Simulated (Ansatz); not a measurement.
C₃H₅, SMILES C1[CH]C1, multiplicity 2.

The structure is a stationary point at B3LYP-D3(BJ)/def2-TZVP.

Two levels are set side by side: PBE/def2-SVPD (Ansatz, a program for electronic structure) and CAM-B3LYP/def2-SVPD (Ansatz). Energy differences of separate SCF runs at the same geometry; the states with an electron removed or added have multiplicity 1 and 1. Differences are taken from unrounded values.

```tsv
quantity	CAM-B3LYP
vertical ionisation energy (eV)	8.83
```

Question: What does PBE give, and how far is it from CAM-B3LYP? (Estimate from the structure and the level; the computed values follow.)

Answer: 
```
quantity                          PBE  PBE minus CAM-B3LYP
-------------------------------  ----  -------------------
vertical ionisation energy (eV)  8.67                -0.17
```

Here PBE gives about what the other level gives.
